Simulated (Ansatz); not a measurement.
Reaction (ligand exchange at the Si–C bond): `C=C[SiH2][SiH3]` + `O[SiH2]F` → `F[SiH2]O[SiH2][SiH3]` + ethylene

Gas-phase electronic energies from Ansatz, PBE0-D4/def2-TZVP geometries. CCSD(T)/CBS is the MP2 limit (def2-TZVPP, def2-QZVPP) plus CCSD(T) − MP2 in def2-TZVPP, frozen cores. This one scheme is used for every species. Functionals use def2-TZVPP. B3LYP here is the variant with VWN-RPA as its local correlation; programs differ in this. One conformer a species, not always the lowest.

| level | ΔE (kcal/mol) | difference from CCSD(T)/CBS |
| --- | --- | --- |
| PBE-D4 | -19.6 | 3.5 |
| r2SCAN-D4 | -22.3 | 0.8 |
| PBE0-D4 | -20.9 | 2.2 |
| B3LYP-D4 | -23.8 | -0.7 |
| ωB97X-V | -23.0 | 0.1 |
| ωB97M-V | -22.8 | 0.3 |
| B2PLYP | -23.4 | -0.3 |
| PBE | -19.3 | 3.8 |
| r2SCAN | -22.2 | 0.9 |
| PBE0 | -20.6 | 2.5 |
| B3LYP | -23.4 | -0.3 |
| HF/def2-TZVPP | -27.7 | -4.6 |
| MP2/def2-TZVPP | -22.5 | 0.6 |
| SCS-MP2/def2-TZVPP | -23.7 | -0.6 |
| CCSD/def2-TZVPP | -23.7 | -0.6 |
| CCSD(T)/def2-TZVPP | -22.8 | 0.3 |
| HF/def2-QZVPP | -28.2 | -5.1 |
| MP2/def2-QZVPP | -22.8 | 0.3 |
| SCS-MP2/def2-QZVPP | -24.0 | -0.9 |
| HF/CBS(def2) | -28.3 | -5.2 |
| MP2/CBS(def2) | -22.7 | 0.4 |
| CCSD/CBS(def2) | -23.9 | -0.8 |
| CCSD(T)/CBS | -23.1 | 0 |

Largest T1 diagnostic among the species: 0.013.

In def2-TZVPP, CCSD(T) changes the Hartree–Fock value by +4.9 kcal/mol (the triples alone add +0.8 kcal/mol) and MP2 by +5.3 kcal/mol. From PBE to PBE0 (25 % exact exchange), in def2-TZVPP and without D4, ΔE moves by −1.3 kcal/mol.
